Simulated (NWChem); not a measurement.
System: MoN2H3OF; SMILES [NH]=[Mo]([NH2])(=[O])[F]

NWChem printed, in part:

```
             Northwest Computational Chemistry Package (NWChem) 7.3.0
             --------------------------------------------------------

 C1  symmetry detected

                             Geometry "geometry" -> ""
                             -------------------------

 Output coordinates in angstroms (scale by  1.889725989 to convert to a.u.)

  No.       Tag          Charge          X              Y              Z
 ---- ---------------- ---------- -------------- -------------- --------------
    1 Mo                  42.0000    -0.04882750     0.02271694     0.02076250
    2 O                    8.0000    -0.91579946    -0.07815203     1.45094460
    3 N                    7.0000    -1.06243817    -0.24644108    -1.34911926
    4 H                    1.0000    -2.01347157    -0.41716193    -1.67462711
    5 F                    9.0000     0.76574997     1.69042504    -0.13166890
    6 N                    7.0000     1.25686117    -1.38218948    -0.02515626
    7 H                    1.0000     1.70877811    -1.73092874     0.81708157
    8 H                    1.0000     1.42913329    -1.99421587    -0.81708736

 Effective nuclear repulsion energy (a.u.)     497.1381951857

                                 NWChem DFT Module
                                 -----------------

 Summary of "ao basis" -> "ao basis" (spherical)
 ------------------------------------------------------------------------------
       Tag                 Description            Shells   Functions and Types
 ---------------- ------------------------------  ------  ---------------------
 Mo                         def2-svp                11       31   5s3p2d1f
 O                          def2-svp                 6       14   3s2p1d
 N                          def2-svp                 6       14   3s2p1d
 H                          def2-svp                 3        5   2s1p
 F                          def2-svp                 6       14   3s2p1d

            General Information
            -------------------
          SCF calculation type: DFT
          Wavefunction type:  closed shell.
          No. of atoms     :     8
          No. of electrons :    48
           Alpha electrons :    24
            Beta electrons :    24
          Charge           :     0
          Spin multiplicity:     1
          Use of symmetry is: off; symmetry adaption is: off
          Maximum number of iterations: 150
          AO basis - number of functions:   102
                     number of shells:    44
          Convergence on energy requested:  1.00D-06
          Convergence on density requested:  1.00D-05
          Convergence on gradient requested:  5.00D-04

              XC Information
              --------------
                       B3PW91 Method XC Functional
                     Hartree-Fock (Exact) Exchange  0.200
                        Slater Exchange Functional  0.800 local
                    Becke 1988 Exchange Functional  0.720 non-local
                Perdew 1991 Correlation Functional  0.810 non-local
            Perdew 1991 LDA Correlation Functional  1.000 local

             Grid Information
             ----------------
          Grid used for XC integration:  medium
          Radial quadrature: Mura-Knowles
          Angular quadrature: Lebedev.
          Tag              B.-S. Rad. Rad. Pts. Rad. Cut. Ang. Pts.
          ---              ---------- --------- --------- ---------
          Mo                  1.45      123           9.0       590
          O                   0.60       49          10.0       434
          N                   0.65       49          10.0       434
          H                   0.35       45          12.0       434
          F                   0.50       49          10.0       434
          Grid pruning is: on
          Number of quadrature shells:   454
          Spatial weights used:  Erf1

      Superposition of Atomic Density Guess
      -------------------------------------

 Sum of atomic energies:        -361.26185338

      Non-variational initial energy
      ------------------------------

 Total energy =    -352.030342
 1-e energy   =    -949.786381
 2-e energy   =     374.084434
 HOMO         =      -0.366250
 LUMO         =      -0.027766

     ---------------------------------------------
      Total Density - Mulliken Population Analysis
     ---------------------------------------------

    Atom       Charge   Shell Charges
 -----------   ------   -------------------------------------------------------
    1 Mo  14    11.15  -0.39  1.55  0.87  0.20  0.05  5.95  0.27  0.11  2.11  0.35  0.09
    2 O    8     9.09   1.99  1.16  0.76  3.17  2.00  0.01
    3 N    7     8.04   1.99  1.10  0.58  2.63  1.74  0.01
    4 H    1     0.74   0.58  0.12  0.04
    5 F    9     9.67   1.99  1.15  0.81  3.54  2.17  0.00
    6 N    7     7.84   1.99  1.03  0.49  2.59  1.74  0.01
    7 H    1     0.73   0.58  0.11  0.04
    8 H    1     0.73   0.58  0.11  0.04

   convergence    iter        energy       DeltaE   RMS-Dens  Diis-err
 ---------------- ----- ----------------- --------- --------- ---------
 d= 0,ls=0.0,diis     1   -353.9793496200 -5.78D+02  4.71D-02  3.72D+00
 d= 0,ls=0.0,diis     2   -347.2230390129  6.76D+00  3.93D-02  5.73D+01
 d= 0,ls=0.0,diis     3   -354.2365270153 -7.01D+00  9.63D-03  1.94D+00
 d= 0,ls=0.0,diis     4   -354.3844535530 -1.48D-01  4.45D-03  4.75D-01
 d= 0,ls=0.0,diis     5   -354.4116197245 -2.72D-02  2.30D-03  1.80D-01
  Resetting Diis
 d= 0,ls=0.0,diis     6   -354.4315588237 -1.99D-02  4.68D-04  8.58D-03
 d= 0,ls=0.0,diis     7   -354.4323607939 -8.02D-04  5.80D-04  1.14D-03
 d= 0,ls=0.0,diis     8   -354.4314432466  9.18D-04  4.75D-04  1.05D-02
 d= 0,ls=0.0,diis     9   -354.4324546445 -1.01D-03  9.27D-05  1.82D-04
 d= 0,ls=0.0,diis    10   -354.4324751280 -2.05D-05  1.54D-05  6.44D-06
 d= 0,ls=0.0,diis    11   -354.4324756974 -5.69D-07  6.15D-06  7.03D-07

         Total DFT energy =     -354.432475697417
      One electron energy =     -954.777396942003
           Coulomb energy =      418.362162701782
    Exchange-Corr. energy =      -41.688845710315
 Nuclear repulsion energy =      223.671604253119

 Numeric. integr. density =       48.000002070864

                       DFT Final Molecular Orbital Analysis
                       ------------------------------------

 Vector   22  Occ=2.000000D+00  E=-3.254497D-01
              MO Center= -2.7D-01, -4.1D-01, -3.8D-01, r^2= 3.1D+00
   Bfn.  Coefficient  Atom+Function         Bfn.  Coefficient  Atom+Function
  ----- ------------  ---------------      ----- ------------  ---------------
    50      0.329152  3 N  py                53     -0.242637  3 N  py
    82      0.226288  6 N  px                 7      0.203755  1 Mo py
    19     -0.176218  1 Mo d  2              85     -0.175112  6 N  px
    49     -0.162956  3 N  px                16      0.161039  1 Mo d -1
    35     -0.161632  2 O  px                36     -0.158371  2 O  py

 Vector   23  Occ=2.000000D+00  E=-3.033580D-01
              MO Center= -4.0D-01, -1.7D-01, -3.9D-01, r^2= 3.3D+00
   Bfn.  Coefficient  Atom+Function         Bfn.  Coefficient  Atom+Function
  ----- ------------  ---------------      ----- ------------  ---------------
    50      0.294288  3 N  py                35      0.271822  2 O  px
    51     -0.246866  3 N  pz                53     -0.230700  3 N  py
    38      0.198139  2 O  px                83     -0.191585  6 N  py
    54      0.190173  3 N  pz                86      0.160713  6 N  py
    15      0.155996  1 Mo d -2              16      0.142775  1 Mo d -1

 Vector   24  Occ=2.000000D+00  E=-2.886650D-01
              MO Center=  5.5D-02, -7.0D-01, -3.5D-01, r^2= 3.4D+00
   Bfn.  Coefficient  Atom+Function         Bfn.  Coefficient  Atom+Function
  ----- ------------  ---------------      ----- ------------  ---------------
    51      0.305068  3 N  pz                82     -0.295704  6 N  px
    85      0.255190  6 N  px                83     -0.249207  6 N  py
    54     -0.235090  3 N  pz                86      0.202504  6 N  py
    49     -0.184205  3 N  px                37      0.159818  2 O  pz
     6     -0.152531  1 Mo px                35     -0.139974  2 O  px

 Vector   25  Occ=0.000000D+00  E=-7.070708D-02
              MO Center= -1.2D-01, -1.1D-01, -9.2D-02, r^2= 2.3D+00
   Bfn.  Coefficient  Atom+Function         Bfn.  Coefficient  Atom+Function
  ----- ------------  ---------------      ----- ------------  ---------------
    19      0.620477  1 Mo d  2              16     -0.466200  1 Mo d -1
    53     -0.202031  3 N  py                36      0.191210  2 O  py
    17     -0.183493  1 Mo d  0              54     -0.183458  3 N  pz
    50      0.179987  3 N  py                39      0.168500  2 O  py
    51      0.167821  3 N  pz                15      0.149033  1 Mo d -2

 Vector   26  Occ=0.000000D+00  E=-6.476811D-02
              MO Center= -1.8D-01, -1.2D-01, -3.7D-02, r^2= 2.2D+00
   Bfn.  Coefficient  Atom+Function         Bfn.  Coefficient  Atom+Function
  ----- ------------  ---------------      ----- ------------  ---------------
    16      0.610880  1 Mo d -1              19      0.405567  1 Mo d  2
    53      0.251684  3 N  py                50     -0.244110  3 N  py
    18      0.239580  1 Mo d  1              17     -0.220638  1 Mo d  0
    36     -0.189673  2 O  py                39     -0.175652  2 O  py
    15      0.170324  1 Mo d -2              85     -0.149529  6 N  px

[...]
```

Level: B3PW91/def2-SVP with def2 effective core potentials on Mo. Geometry: optimised at PBE0/def2-SVP. Not confirmed as a minimum by frequencies. def2 effective core potentials on Mo; no spin-orbit coupling.

Write an input that gives this output.

This is not unique; one that fits is the input that was run:
```
start job
memory heap 200 mb stack 900 mb global 1100 mb
geometry units angstroms noautoz
  Mo    -0.031869     0.023866     0.004921
  O      0.025176    -0.198479     1.664603
  N     -1.646883    -0.094923    -0.590098
  H     -2.629273    -0.216976    -0.346011
  F      0.675437     1.683993    -0.455208
  N      0.935294    -1.392800    -0.854350
  H      1.750859    -1.828544    -0.429858
  H      0.602248    -1.928995    -1.649953
end
basis spherical
  Mo library def2-svp
  O library def2-svp
  N library def2-svp
  H library def2-svp
  F library def2-svp
end
ecp
  Mo library def2-ecp
end
dft
  xc b3pw91
  iterations 150
  mulliken
end
task dft energy
```
